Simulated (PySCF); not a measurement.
Computed shifts of a molecule CH₈GeOSi, PBE0/pcSseg-1 (PySCF), GIAO, gas phase, atoms alike by connectivity averaged where their shifts nearly agree, in ppm (number of nuclei): ¹³C: 57.6 (1). ²⁹Si: -106.1 (1). ¹H: 4.24 (2), 4.23 (1), 3.89 (1), 3.86 (3), -0.36 (1). References: ¹⁷O against H2O (σ = 334.2 ppm); ¹³C against TMS (σ = 186.3 ppm); ⁷³Ge against GeH4 (σ = 1658.3 ppm); ²⁹Si against TMS (σ = 352.7 ppm); ¹H against TMS (σ = 31.56 ppm), references at their B3LYP-D3(BJ)/def2-TZVP geometries, non-relativistic. Coordinates come from a PBE0-D3(BJ)/def2-SVP optimisation. Other conformers were not sampled.

**Question.** Pick the molecule that these values belong to.
A. [CH3][GeH2][O][SiH3]
B. O[SiH2][CH2][GeH3]
C. O[CH2][GeH2][SiH3]
D. O[C@@H]([SiH3])[GeH3]

**Answer.** C, O[CH2][GeH2][SiH3]
